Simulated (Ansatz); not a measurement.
C2H7BSi can be A, `BC1C[SiH2]1`, or B, `B1CC[SiH2]1`.

Gas-phase electronic energies from Ansatz, PBE0-D4/def2-TZVP geometries. CCSD(T)/CBS adds triple-zeta CCSD(T) − MP2 to the extrapolated MP2 energy (def2 sets, frozen cores). DFT in def2-TZVPP. B3LYP here is the variant with VWN-RPA as its local correlation; programs differ in this.

(1) Which isomer does CCSD(T)/CBS put lower? Give the gap. (Best estimate.)

(2) Give E(B) − E(A) in kJ/mol with PBE0-D4, HF/def2-TZVPP, ωB97M-V, CCSD(T)/def2-SVP, B3LYP, PBE-D4, CCSD/def2-TZVPP. (An estimate is asked.)

(3) Does the order hold for the free energy at 298.15 K (harmonic terms from PBE0-D4)? (Best estimate.)

Largest T1 diagnostic: 0.012.

Answers

(1) Ansatz gave: A, by 25.8 kJ/mol.

(2) The calculation gave: PBE0-D4 24.8, HF/def2-TZVPP 4.0, ωB97M-V 28.2, CCSD(T)/def2-SVP 20.5, B3LYP 25.8, PBE-D4 30.3, CCSD/def2-TZVPP 20.3. None reverses the order clearly.

(3) Ansatz gave: Yes: G(B) − G(A) = +26.5 kJ/mol.

From r2SCAN to r2SCAN0 (25 % exact exchange), in def2-TZVPP and without D4, E(B) − E(A) moves by −4.4 kJ/mol. In def2-TZVPP, CCSD(T) changes the Hartree–Fock value by +21.9 kJ/mol (the triples alone add +5.6 kJ/mol) and MP2 by +32.4 kJ/mol.
